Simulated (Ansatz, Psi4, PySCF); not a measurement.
Cl₂Sc, charge +1, singlet, geometry from GFN2-xTB (such geometries of metal compounds can be far from the true shape) (the multiplicity is a formal guess). Base run: WB97X-V/cc-pVDZ (PySCF).

PySCF was given this input:
```python
from pyscf import gto, scf, dft

mol = gto.Mole()
mol.atom = '''
    Sc    0.406218   -0.000294    0.428711
    Cl    1.195032    0.375812   -1.634605
    Cl   -1.696832   -0.375448    1.105021
'''
mol.basis = 'cc-pvdz'
mol.charge = 1
mol.spin = 0
mol.verbose = 4
mol.build()

mf = dft.RKS(mol)
mf.xc = 'wb97x_v'
mf.kernel()
```

The same geometry, method and basis name were run in Ansatz (a quantum-chemistry and plane-wave program) and Psi4 and PySCF, at each program's defaults and at the settings that a row names. The base is PySCF at its defaults. Differences at the defaults can come from grids, fitting, cores and function types together.

```tsv
code and settings	ΔE vs base (mEh)	basis functions	E (Eh)	SCF cycles	outcome
PySCF, defaults (exact integrals, its default grid, spherical functions)	0.000	79	-1680.74321	11	converged
Psi4, defaults (density fitting with its default set, its default grid, spherical functions)	0.028	79	-1680.74318	9	converged
Ansatz, defaults (factorised integrals, its default grid, spherical functions)	0.001	79	-1680.74321	-	converged
PySCF, density fitting with def2-universal-jkfit	-0.016	79	-1680.74323	11	converged
PySCF, fine grid	0.002	79	-1680.74321	11	converged
Psi4, exact integrals, spherical functions, fine grid	-	79	-	-	cut at the time limit
Ansatz, high accuracy	0.002	79	-1680.74321	-	converged
```
